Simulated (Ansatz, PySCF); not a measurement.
C3H7Al, SMILES C=C[CH2][AlH2]. Atoms are numbered in the order given.

```xyz
11

Al     0.6528     0.4321     0.8391
C     -0.2198    -1.2711     0.1811
C     -0.9214    -0.2597    -0.6151
C     -0.3404     0.5687    -1.5349
H     -0.8557    -1.8934     0.8175
H      0.5463    -1.8474    -0.3553
H     -1.9323     0.0088    -0.2794
H      0.6462     0.3546    -1.9584
H     -0.8962     1.4038    -1.9662
H     -0.0901     1.3567     1.8837
H      2.1354     0.6456     0.3386
```
Charge 0, spin multiplicity 1.

Geometry: B3LYP-D3(BJ)/def2-SVP. The structure was generated by enumeration; whether it is a known compound was not checked. Other conformers were not sampled.

Two levels are set side by side: PBE-D3(BJ)/def2-SVP (Ansatz, a first-principles code) and B3LYP-D3(BJ)/def2-SVP (Ansatz). Each level has its own optimised geometry; the coordinates shown are those of the second. Frequencies come from the Hessian of PySCF at each geometry. Differences are taken from unrounded values.

| quantity | B3LYP-D3(BJ) | PBE-D3(BJ) | PBE-D3(BJ) minus B3LYP-D3(BJ) |
|---|---|---|---|
| mean bond length (Å) | 1.432 | 1.444 | 0.012 |
| bond Al1–C2 (Å) | 2.024 | 2.197 | 0.173 |
| bond Al1–C3 (Å) | 2.252 | 2.150 | -0.102 |
| bond C2–C3 (Å) | 1.466 | 1.418 | -0.048 |
| bond C3–C4 (Å) | 1.367 | 1.417 | 0.050 |
| bond Al1–H10 (Å) | 1.580 | 1.593 | 0.012 |
| bond Al1–H11 (Å) | 1.579 | 1.593 | 0.013 |
| bond C2–H5 (Å) | 1.094 | 1.099 | 0.005 |
| bond C2–H6 (Å) | 1.099 | 1.104 | 0.005 |
| bond C3–H7 (Å) | 1.099 | 1.108 | 0.009 |
| bond C4–H8 (Å) | 1.095 | 1.104 | 0.009 |
| bond C4–H9 (Å) | 1.092 | 1.099 | 0.007 |
| highest harmonic wavenumber (cm⁻¹) | 3241 | 3181 | -61 |
| mean harmonic wavenumber (cm⁻¹) | 1351 | 1315 | -37 |
| zero-point energy (kcal/mol) | 52.16 | 50.74 | -1.42 |

GGA bonds tend to be longer and softer than those of functionals with exact exchange. Differences between two approximate levels are no errors against the true value.
